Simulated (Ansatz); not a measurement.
Diatomic AgH, closed-shell singlet (the spin of the measured ground state). No spin–orbit coupling.

```
level                                bond energy D_e (kJ/mol)
-----------------------------------  ------------------------
SVWN5/def2-TZVPP                                        287.5
PBE/def2-TZVPP                                          236.2
r2SCAN/def2-TZVPP                                       240.1
B97M-V/def2-TZVPP                                       234.4
B3LYP/def2-TZVPP                                        230.2
PBE0/def2-TZVPP                                         219.8
BHLYP/def2-TZVPP                                        211.0
CAM-B3LYP/def2-TZVPP                                    230.6
wB97X-V/def2-TZVPP                                      231.7
CCSD/def2-TZVPP                                         222.2
CCSD/def2-QZVPP                                         224.0
CCSD(T)/def2-TZVPP                                      230.5
CCSD(T)/def2-QZVPP                                      232.4
CCSD(T)/CBS(def2-TZVPP, def2-QZVPP)                     232.2
```

The rows run from 211.0 (BHLYP/def2-TZVPP) to 287.5 kJ/mol (SVWN5/def2-TZVPP). From def2-TZVPP to def2-QZVPP CCSD(T) changes by 1.9. The 9 functionals in def2-TZVPP without D3 or D4 span 76.5, from BHLYP to SVWN5.

D_e counts from the fitted minimum to each atom's lowest state at the same level, without counterpoise. The singlet is restricted.

Correlated levels freeze the inner cores; with def2 sets outer-core shells near the valence are correlated too. CBS: X⁻³ extrapolation of the correlation energy, Hartree–Fock from the larger set.

Codes used: Ansatz (Gaussian orbitals).  In def2 rows elements past Kr take small-core potentials, without spin–orbit coupling.

Ansatz is a first-principles code.
